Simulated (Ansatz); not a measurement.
CH4AlF2N, SMILES `C[NH][Al]([F])[F]`, one more setting.

```yaml
crystal:
  periodic: [false, false, false]
  atoms:
    - {symbol: C, position_ang: [0.129500, -1.142898, 0.595498]}
    - {symbol: N, position_ang: [-0.389326, 0.190167, 0.356473]}
    - {symbol: Al, position_ang: [0.056558, 1.303741, -0.913634]}
    - {symbol: F, position_ang: [-0.648799, 2.781432, -1.020129]}
    - {symbol: F, position_ang: [1.191931, 0.885801, -2.022778]}
    - {symbol: H, position_ang: [-0.654226, -1.906270, 0.537349]}
    - {symbol: H, position_ang: [0.610671, -1.227740, 1.576121]}
    - {symbol: H, position_ang: [0.880541, -1.391054, -0.156930]}
    - {symbol: H, position_ang: [-1.088350, 0.460521, 1.030930]}
basis:
  gaussian: {orbitals: ANO-RCC-VTZP, final_grid: {core_spheres: 5, valence_spheres: 4, degree: 11}}
hamiltonian: {xc: {name: revPBE0}, dispersion: d3bj}
output: {forces: true}
```

```sh
$ ansatz run in.yaml --threads 2 --pin off --events-out ev --progress --plain --max-ram 32768MiB --backend cpu
```

It prints (some lines left out):

```
Functional definition: revPBE0
1513 factors; their error is unknown
mean field evaluation 1: about -14634.1958 eV, gradient 7.7e1 eV
mean field evaluation 2: about -14620.0033 eV, gradient 1.1e2 eV
mean field evaluation 4: about -14644.5777 eV, gradient 5.6e0 eV
mean field evaluation 8: about -14644.6798 eV, gradient 8.5e-1 eV
mean field evaluation 16: about -14644.6811 eV, gradient 2.7e-4 eV
mean field -14644.68106650 eV, -538.1821026725 hartree, gradient 7.7e-5 eV, S^2 0.000000; 0 other end points of the search recorded, 0 dependent functions left out
reference -14644.68114148 eV, -538.1821054280 hartree; 24, 24 occupied and 186, 186 virtual orbitals, 1513 factors
Total energy: -14644.99398252 eV, -538.1936021242 hartree
Relativity: scalar
Atom 0 at     0.129500    -1.142898     0.595498 Å, force    -0.008528    -0.019178     0.023039 eV/Å
Atom 1 at    -0.389326     0.190167     0.356473 Å, force    -0.109990    -0.113771     0.208225 eV/Å
Atom 2 at     0.056558     1.303741    -0.913634 Å, force    -0.024760    -0.095549     0.092563 eV/Å
Atom 3 at    -0.648799     2.781432    -1.020129 Å, force    -0.199686     0.293959     0.051170 eV/Å
Atom 4 at     1.191931     0.885801    -2.022778 Å, force     0.252463    -0.086104    -0.251172 eV/Å
Atom 5 at    -0.654226    -1.906270     0.537349 Å, force     0.005874     0.008236    -0.018540 eV/Å
Atom 6 at     0.610671    -1.227740     1.576121 Å, force     0.010753     0.011066    -0.014410 eV/Å
Atom 7 at     0.880541    -1.391054    -0.156930 Å, force     0.021480    -0.075346     0.023011 eV/Å
Atom 8 at    -1.088350     0.460521     1.030930 Å, force     0.052393     0.076687    -0.113884 eV/Å
Dipole moment:    -0.136920    -0.340008     0.388754 e Å
```

Run time 11 s (2 threads of a server CPU on a shared host); peak host memory 0.73 GiB.
